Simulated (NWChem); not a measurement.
Everything below was run with NWChem. System: O₃S, charge 1, spin multiplicity 2, at the geometry of a parent with another charge or spin, in a state set for the comparison that need not be this species' ground state. Its SCF solution wasn't tested for a lower state. Level: UPBE0/def2-SVPD.

The NWChem input:

```
start mol
memory heap 200 mb stack 900 mb global 1100 mb
charge 1
geometry units angstroms nocenter noautoz
  O      0.000000     0.000000     1.451393
  S      0.000000     0.000000     0.000003
  O     -1.256947     0.000000    -0.725699
  O      1.256947     0.000000    -0.725699
  symmetry group C2v
end
basis spherical
  * library def2-svpd
end
dft
  xc pbe0
  odft
  mult 2
  semidirect memsize 60000000 filesize 0
  iterations 100
end
task dft energy
```

NWChem printed:

```
             Northwest Computational Chemistry Package (NWChem) 7.3.0
             --------------------------------------------------------

                                NWChem Input Module
                                -------------------

 Scaling coordinates for geometry "geometry" by  1.889725989
 (inverse scale =  0.529177249)

 Turning off AUTOSYM since
 SYMMETRY directive was detected!

                             Geometry "geometry" -> ""
                             -------------------------

 Output coordinates in angstroms (scale by  1.889725989 to convert to a.u.)

  No.       Tag          Charge          X              Y              Z
 ---- ---------------- ---------- -------------- -------------- --------------
    1 O                    8.0000     0.00000000     0.00000000     1.45139300
    2 S                   16.0000     0.00000000     0.00000000     0.00000300
    3 O                    8.0000    -1.25694700     0.00000000    -0.72569900
    4 O                    8.0000     1.25694700     0.00000000    -0.72569900

 Effective nuclear repulsion energy (a.u.)     180.4221728855

            Nuclear Dipole moment (a.u.)
            ----------------------------
        X                 Y               Z
 ---------------- ---------------- ----------------
     0.0000000000     0.0000000000     0.0000151178

      Symmetry information
      --------------------

 Group name             C2v
 Group number             16
 Group order               4
 No. of unique centers     3

      Symmetry unique atoms

     1    2    3


 Summary of "ao basis" -> "" (spherical)
 ------------------------------------------------------------------------------
       Tag                 Description            Shells   Functions and Types
 ---------------- ------------------------------  ------  ---------------------
 *                         def2-svpd                  on all atoms

                                 NWChem DFT Module
                                 -----------------

 Summary of "ao basis" -> "ao basis" (spherical)
 ------------------------------------------------------------------------------
[...]
   alpha - beta orbital overlaps
   -----------------------------

   alpha      1      2      3      4      5      6      7      8      9     10
    beta      1      2      3      4      5      6      8      7      9     10
 overlap   1.000  1.000  1.000  1.000  1.000  1.000  1.000  1.000  1.000  1.000

   alpha     11     12     13     14     15     16     17     18     19     20
    beta     11     12     13     14     15     18     19     16     17     20
 overlap   1.000  1.000  1.000  0.976  0.976  0.974  0.974  1.000  1.000  0.999

   alpha     21     22     23     24     25     26     27     28     29     30
    beta     21     22     24     25     23     26     28     27     29     30
 overlap   1.000  1.000  0.993  0.993  1.000  1.000  0.998  0.998  1.000  1.000

   alpha     31     32     33     34     35     36     37     38     39     40
    beta     31     33     32     34     35     36     37     38     39     40
 overlap   1.000  0.996  0.996  1.000  1.000  1.000  1.000  0.999  0.999  1.000

   alpha     41     42     43     44     45     46     47     48     49     50
    beta     41     42     43     44     45     46     47     48     49     50
 overlap   1.000  1.000  1.000  1.000  1.000  1.000  0.999  0.999  0.998  0.998

   alpha     51     52     53     54     55     56     57     58     59     60
    beta     51     52     53     54     55     56     57     58     59     60
 overlap   0.999  0.999  1.000  1.000  0.998  0.998  1.000  1.000  1.000  1.000

   alpha     61     62     63     64     65     66     67     68     69     70
    beta     62     63     61     64     65     66     67     68     69     71
 overlap   0.999  1.000  1.000  1.000  1.000  0.997  0.997  0.997  0.997  1.000

   alpha     71     72     73     74     75     76     77     78     79     80
    beta     70     72     73     74     75     76     77     78     79     80
 overlap   1.000  1.000  1.000  1.000  0.994  0.994  0.994  0.994  1.000  1.000

   alpha     81     82     83     84     85     86     87     88     89     90
    beta     81     83     82     84     85     86     87     88     89     90
 overlap   1.000  1.000  1.000  0.996  0.996  1.000  1.000  1.000  1.000  0.996

   alpha     91     92     93     94     95     96
    beta     91     92     93     94     95     96
 overlap   0.996  1.000  1.000  1.000  1.000  1.000

     --------------------------
     Expectation value of S2:
     --------------------------
      <S2> =      0.7655 (Exact =     0.7500)

 center of mass
 --------------
 x =   0.00000000 y =   0.00000000 z =   0.00000038

 moments of inertia (a.u.)
 ------------------
         180.485275663743           0.000000000000           0.000000000000
           0.000000000000         360.971225555517           0.000000000000
           0.000000000000           0.000000000000         180.485949891774

     Multipole analysis of the density
     ---------------------------------

     L   x y z        total         alpha         beta         nuclear
     -   - - -        -----         -----         ----         -------
     0   0 0 0      1.000000    -20.000000    -19.000000     40.000000

     1   1 0 0     -0.000000     -0.000000     -0.000000      0.000000
     1   0 1 0     -0.000000     -0.000000     -0.000000      0.000000
     1   0 0 1     -0.002689     -0.000184     -0.002520      0.000015

     2   2 0 0    -17.708084    -56.338316    -51.641461     90.271693
     2   1 1 0     -0.000000     -0.000000     -0.000000      0.000000
     2   1 0 1     -0.000000     -0.000000      0.000000      0.000000
     2   0 2 0    -17.438165     -8.778285     -8.659880      0.000000
     2   0 1 1     -0.000000     -0.000000     -0.000000      0.000000
     2   0 0 2    -17.715922    -56.338588    -51.648690     90.271355

 Task  times  cpu:        2.7s     wall:        2.7s

 Total times  cpu:        2.7s     wall:        2.7s
```
